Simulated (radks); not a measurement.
Values are calculated unless marked as measured or tabulated.
Coherent X-ray form factor from a spherical all-electron density. Level of theory: scalar-relativistic Kohn-Sham, PBEsol, spin-polarised, spherical densities, finite nucleus; Fermi nuclear charge, rms radius of each element as measured or else 0.836 A^(1/3) + 0.57 fm (a radial shooting solver on a logarithmic mesh with Libxc functionals).

| sin(theta)/lambda (1/angstrom) | f0 (electrons) |
|---|---|
| 0.05 | 30.909 |
| 0.1 | 30.640 |
| 0.15 | 30.202 |
| 0.2 | 29.613 |
| 0.25 | 28.893 |
| 0.3 | 28.066 |
| 0.4 | 26.189 |
| 0.5 | 24.166 |
| 0.6 | 22.142 |
| 0.8 | 18.397 |
| 1 | 15.198 |
| 1.25 | 11.944 |
| 1.5 | 9.483 |
| 2 | 6.622 |

The species is in the configuration that NIST lists as its ground one. Which atom or ion scatters so?

Answer. The silver ion Ag16+, [Ar] 3d10 4s2 4p1. Extrapolating in s^2 from the first two rows gives f0(0) = 31.0, near the electron count 31; among species with that count, the fall with angle is slower the higher Z, and the table is that of Z = 47; from so few rows the species is fixed only to a neighbour or two.
